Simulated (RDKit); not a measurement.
Job for RDKit: UFF on CH4O2Si (a complex), monomers drawn apart or pushed together.

```python
from rdkit import Chem
from rdkit.Chem import AllChem, rdDetermineBonds

blocks = [
'''2

C     0.37267874   -0.35776862    0.69753512
O     1.43933991   -0.01463126    0.86222777
''',
'''6

O    -0.50223617   -0.26875495    2.56517203
Si   -0.18908003    0.20609381    4.09432386
H    -1.36852197   -0.54709108    2.27842846
H    -0.99423800    1.38402246    4.41802757
H     1.23396376    0.49419349    4.03057020
H    -0.50835206   -0.88150643    5.01922049
''',
]
mol = None
for b in blocks:
    f = Chem.MolFromXYZBlock(b)
    rdDetermineBonds.DetermineBonds(f, charge=0)
    mol = f if mol is None else Chem.CombineMols(mol, f)
Chem.SanitizeMol(mol)
print(Chem.MolToSmiles(Chem.RemoveHs(mol)))
ff = AllChem.UFFGetMoleculeForceField(mol, vdwThresh=100.0, ignoreInterfragInteractions=False)
e = ff.CalcEnergy()
print(f'UFF energy {e:.6f} kcal/mol')
```

Program output:

```
O[SiH3].[C-]#[O+]
UFF energy 89.027128 kcal/mol
```

The run finished.

Cost: very roughly 0.03 core-seconds.
